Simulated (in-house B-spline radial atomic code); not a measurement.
A radial electron density 4πr²n(r) was computed for an atom or ion in its tabulated ground configuration with a B-spline radial code for spherical atoms; method: non-relativistic Hartree-Fock, average of configuration. Columns: r (bohr), 4πr²n(r) (electrons per bohr), bar.

```
 0.00132    1.041 #
 0.00149    1.307 #
 0.00168    1.634 ##
 0.00189     2.03 ##
 0.00213    2.525 ##
 0.00239    3.107 ###
  0.0027    3.859 ####
 0.00304    4.747 ####
 0.00342    5.811 #####
 0.00385    7.091 #######
 0.00434    8.631 ########
 0.00488    10.41 ##########
  0.0055    12.52 ############
 0.00619    14.92 ##############
 0.00697    17.67 ################
 0.00785    20.74 ###################
 0.00884    24.12 ######################
 0.00995    27.72 ##########################
  0.0112    31.47 #############################
  0.0126    35.23 #################################
  0.0142    38.88 ####################################
   0.016    42.16 #######################################
   0.018    44.78 ##########################################
  0.0203    46.57 ###########################################
  0.0228     47.2 ############################################
  0.0257    46.54 ###########################################
   0.029    44.41 #########################################
  0.0326    40.98 ######################################
  0.0367    36.31 ##################################
  0.0414    30.66 #############################
  0.0466    24.68 #######################
  0.0524    18.83 ##################
   0.059    13.43 #############
  0.0665    8.881 ########
  0.0749    5.423 #####
  0.0843    3.033 ###
  0.0949    1.529 #
   0.107   0.6788 #
    0.12   0.2758
```

Q: Which atom or ion is it?
A. Ru43+
B. Ru41+
C. Ag43+
D. Ru42+

A: D. The area under the curve, ∫4πr²n dr = ∫r·4πr²n d(ln r) on this logarithmic grid, is 2 electrons, which only this option has. The configuration is 1s2.
